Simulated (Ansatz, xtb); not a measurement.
## C4H6F2O3: which of two isomers lies lower

We compare I, `C[C@@H]1O[C@@H](F)O[C@@H](F)O1`, a singlet, with II, `O=C(O)CCOC(F)F`, a singlet. Both are isolated molecules in the gas phase, relaxed with B3LYP/def2-SVP, each in the lowest conformer that the search found.

Quicker runs give these differences E(II) − E(I): GFN2-xTB +15.5 kcal/mol; HF/STO-3G +34.8 kcal/mol (at GFN2-xTB geometries); r2SCAN-D4/def2-SVP −9.1 kcal/mol (at GFN2-xTB geometries).

Task: Estimate which is lower in electronic energy at CCSD(T)/def2-SVP + ΔMP2/def2-TZVPP, and by roughly how much.

Result: The CCSD(T)/def2-SVP + ΔMP2/def2-TZVPP calculation puts structure II lower, by 10.7 kcal/mol.

Level by level:

| level | geometry | E(II) − E(I) (kcal/mol) | departure from the last row (kcal/mol) | job, with rough time for the two |
| --- | --- | --- | --- | --- |
| GFN2-xTB | GFN2-xTB | +15.5 | +26.1 | optimisation, 0.33 s |
| HF/STO-3G | GFN2-xTB | +34.8 | +45.4 | single point, 0.42 s |
| r2SCAN-D4/def2-SVP | GFN2-xTB | −9.1 | +1.6 | single point, 4.2 s |
| B3LYP/def2-SVP | B3LYP/def2-SVP | −11.8 | −1.1 | optimisation, 47 s |
| HF/def2-SVP | B3LYP/def2-SVP | −11.1 | −0.4 | part of the CCSD(T) run |
| MP2/def2-SVP | B3LYP/def2-SVP | −14.3 | −3.7 | part of the CCSD(T) run |
| CCSD(T)/def2-SVP | B3LYP/def2-SVP | −12.5 | −1.8 | single point |
| CCSD(T)/def2-SVP + ΔMP2/def2-TZVPP | B3LYP/def2-SVP | −10.7 |  | single point, 2.9 min |

As drawn, II has 1 C=O, 1 C–C, 1 O–H in place of 3 C–O, 1 C–H. Structure I has a 6-membered ring, II no ring.

GFN2-xTB, HF/STO-3G put the two in the other order. The largest departure from CCSD(T)/def2-SVP + ΔMP2/def2-TZVPP is that of HF/STO-3G, 45.4 kcal/mol. The last row adds to CCSD(T) the change of the MP2 difference between the two basis sets, here +1.8 kcal/mol.

With thermal terms from frequencies at re-optimised GFN2-xTB minima (ideal gas, soft modes damped towards free rotors, one conformer each, 298.15 K, 1 atm): on the last row, ΔE + ΔZPE = −11.8, ΔH = −11.1, ΔG = −13.2 kcal/mol.

The correlated steps freeze 9 core orbitals. Mirror images aren't counted in ΔG. Run with Ansatz 0.2.0, xtb 6.7.1; the last row on 4 threads of Arm Neoverse V2 on a shared host.
